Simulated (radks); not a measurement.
The numbers below are computed, except where a source is named.
Orbital eigenvalues (eV) of neutral oxygen, [He] 2s2 2p4, at several levels of relativity; Dirac values are averaged over j with weights 2j + 1. Spin-unpolarised spherical Kohn-Sham, PBE, point nucleus unless stated (finite: rms radius 2.6991 fm), a radial shooting solver on a logarithmic mesh with Libxc functionals. A level marked "c x" has the speed of light scaled by that factor and shares open shells by 2j + 1; other Dirac levels either fill j = l - 1/2 first or share by 2j + 1.

\begin{tabular}{lrrrrr}
shell & non-rel. & scalar-rel., finite nucleus & Dirac, 2j+1 shares, finite nucleus & Dirac, c x 5 & change of magnitude, last against first (%) \\ \hline
1s & -514.26 & -514.70 & -514.68 & -514.28 & 0.00 \\
2s & -23.915 & -23.962 & -23.961 & -23.917 & +0.01 \\
2p & -9.0377 & -9.0306 & -9.0301 & -9.0373 & 0.00 \\
\end{tabular}
